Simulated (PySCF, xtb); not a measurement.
CH5BrFNSi, SMILES C[Si](N)(F)Br.

xtb with GFN2-xTB at its own geometry gives an orbital gap of 6.61 eV and a dipole moment of 6.21 D.

Geometry optimised at PBE-D3(BJ)/def2-SVP. This is a generated structure with no PubChem entry under its InChIKey; it may be hypothetical. Other conformers were not sampled.

Q: What does CAM-B3LYP/def2-TZVP (PySCF) give? (Estimate from the structure and the level; the computed values follow.)

A: gap 10.78 eV (levels -9.51 and 1.27 eV), dipole 2.65 D.
